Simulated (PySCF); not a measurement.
ClFSn (SMILES [F][Sn][Cl]), singlet, geometry from GFN2-xTB (such geometries of metal compounds can be far from the true shape) (core potentials on Sn). Base run: WB97X/def2-SVP, TDDFT (PySCF).

The PySCF input:
```python
from pyscf import gto, scf, dft, tdscf

mol = gto.Mole()
mol.atom = '''
    Sn    0.175597    0.133943    0.498791
    F     1.018492    1.490590   -0.831343
    Cl   -1.055664   -1.183087   -1.026909
'''
mol.basis = 'def2-svp'
mol.ecp = {'Sn': 'def2-svp'}
mol.charge = 0
mol.spin = 0
mol.verbose = 4
mol.build()

mf = dft.RKS(mol)
mf.xc = 'wb97x'
mf.kernel()
td = mf.TDDFT()
td.nstates = 5
td.kernel()
td.analyze(verbose=3)
```

Each row names what was changed in the base input (with any setting that the change needs).

```tsv
change	first excitation (eV)	oscillator strength of the first	second (eV)	core-seconds (rough)
base	4.20	0.054	5.05	40
nstates = 10	4.20	0.054	5.05	40
functional = lc_wpbe	?	?	?	40
guess vectors = 13 for 5 states	4.20	0.054	5.05	40
functional = blyp	?	?	?	10
functional = pbe0	4.09	0.044	4.55	30
conv_tol = 1e-3	4.20	0.054	5.05	30
functional = camb3lyp	4.12	0.047	4.75	40
response = Tamm-Dancoff	4.34	0.075	5.05	20
functional = b3lyp	?	?	?	20
```

Q: Complete the blanks.

A: 
- functional = lc_wpbe, first excitation (eV): 4.27
- functional = lc_wpbe, oscillator strength of the first: 0.064
- functional = lc_wpbe, second (eV): 5.38
- functional = blyp, first excitation (eV): 3.64
- functional = blyp, oscillator strength of the first: 0.015
- functional = blyp, second (eV): 3.76
- functional = b3lyp, first excitation (eV): 3.96
- functional = b3lyp, oscillator strength of the first: 0.033
- functional = b3lyp, second (eV): 4.30

An iterative solver can miss low states, so a row lists the states that it found.
